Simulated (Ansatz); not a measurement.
Input file for Ansatz (a quantum-chemistry and plane-wave program): R-SVWN5/def2-TZVPP on O2Si (SMILES O=[Si]=O).

Ansatz 0.2 input:
```yaml
crystal:
  periodic: [false, false, false]
  atoms:
    - {symbol: Si, position_ang: [0.00000233, 0.00000142, -0.00006175]}
    - {symbol: O, position_ang: [1.51016225, -0.00362466, 0.00799300]}
    - {symbol: O, position_ang: [-1.51016458, 0.00362324, -0.00803125]}
basis:
  gaussian:
    orbitals: def2-TZVPP
hamiltonian:
  xc: {name: SVWN5}
scf: {lower_state_search: off}
```

Program output:

```
WARN ansatz: RAYON_NUM_THREADS=4 ignored (pool sized by the plan → 4); use --threads N
Functional definition: SVWN5
these checks for a lower state are left out or cut short: stability, starts, cluster_reference, orbital_swaps, neighbouring_geometries, increment
integrals: 0.02 GiB planned
590 factors; their error is unknown
mean field: 0.23 GiB planned
mean field evaluation 1: about -11897.6686 eV, gradient 9.7e1 eV
mean field evaluation 2: about -11793.0262 eV, gradient 2.3e2 eV
mean field evaluation 4: about -11913.8128 eV, gradient 8.8e0 eV
mean field evaluation 8: about -11913.9646 eV, gradient 1.2e-1 eV
mean field evaluation 16: about -11913.9487 eV, gradient 9.3e-6 eV
mean field -11913.94874016 eV, -437.8295406363 hartree, gradient 9.3e-6 eV, S^2 0.000000; 0 other end points of the search recorded, 0 dependent functions left out
reference -11913.94876755 eV, -437.8295416429 hartree; 15, 15 occupied and 89, 89 virtual orbitals, 590 factors
Total energy: -11913.94876755 eV, -437.8295416429 hartree
Checks for a lower state left out: stability, starts, cluster_reference, orbital_swaps, neighbouring_geometries, increment
```

Self-consistency was reached.

Cost: roughly 0.5 core-seconds.
